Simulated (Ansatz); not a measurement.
`[CH3][GaH][NH]CF` → 2 C• + F• + Ga• + 7 H• + N•  (atomization)

Computed with Ansatz on PBE0-D4/def2-TZVP structures; ΔE is electronic, products minus reactants. CCSD(T)/CBS adds triple-zeta CCSD(T) − MP2 to the extrapolated MP2 energy (def2 sets, frozen cores). This one scheme is used for every species, atoms too. DFT in def2-TZVPP. B3LYP here is the variant with VWN-RPA as its local correlation; programs differ in this. Open shells (•) are unrestricted, without spin–orbit coupling. Spin–orbit coupling would lower the free atoms: a little for C, F; clearly for Ga. For Ga outer-core shells are correlated without core-valence functions, so the limit isn't a true one: a few kJ/mol of doubt a bond, and 10 to 20 or more in all where bonds break to atoms. Scalar relativity is left out up to krypton. Each species was taken in one conformer, which may not be the lowest.

```tsv
level	ΔE (kJ/mol)
B3LYP-D4	4180.1
ωB97X-V	4203.5
MP2/def2-TZVPP	4151.7
HF/def2-QZVPP	2994.0
```

Q: What does CCSD(T)/CBS give? (An estimate is asked.)

A: The calculation gave: +4194.9 kJ/mol. The listed levels differ from it by -14.8, 8.6, -43.2, -1200.9 kJ/mol.

Largest T1 diagnostic among the species: 0.013.

In def2-TZVPP, CCSD(T) changes the Hartree–Fock value by +1105.2 kJ/mol (the triples alone add +60.5 kJ/mol) and MP2 by +1162.8 kJ/mol; breaking electron pairs costs correlation energy, which Hartree–Fock lacks. From PBE to PBE0 (25 % exact exchange), in def2-TZVPP and without D4, ΔE moves by −75.2 kJ/mol: exact exchange takes away binding that semilocal exchange gives to molecules. The D4 term adds +35.5 kJ/mol with B3LYP and +18.7 kJ/mol with PBE0; it sums over pairs of atoms, weighted by their polarisabilities, and B3LYP, whose exchange is more repulsive, gets the larger term.

For atomizations the MP2-based limit and the directly extrapolated one differ by several kJ/mol either way, and by 10 to 25 for some Ge, Se and Sn compounds, so smaller differences from it don't rank the levels.
